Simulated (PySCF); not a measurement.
WH4, SMILES [WH4] (connectivity only; charge and spin as stated), neutral, multiplicity 3.

Coordinates come from a PBE0-D3(BJ)/def2-TZVPD optimisation. The spin state was assumed, not searched. The def2 effective core potentials stand for the cores of W; spin–orbit coupling is left out.

Two levels are set side by side: PBE/def2-TZVPD (PySCF) and r2SCAN/def2-TZVPD (PySCF). Same geometry, gas phase. Differences are taken from unrounded values.

```json
[
 {"quantity": "α-spin orbital gap (eV)", "r2SCAN": "3.07", "PBE": "2.33", "PBE minus r2SCAN": "-0.74"},
 {"quantity": "β-spin orbital gap (eV)", "r2SCAN": "5.42", "PBE": "4.58", "PBE minus r2SCAN": "-0.84"},
 {"quantity": "mean polarisability (bohr³)", "r2SCAN": "50.9", "PBE": "52.4", "PBE minus r2SCAN": "1.5"}
]
```

Rough cost on one machine, each run with all the roots and properties that it gave: r2SCAN against PBE within a factor of 2.
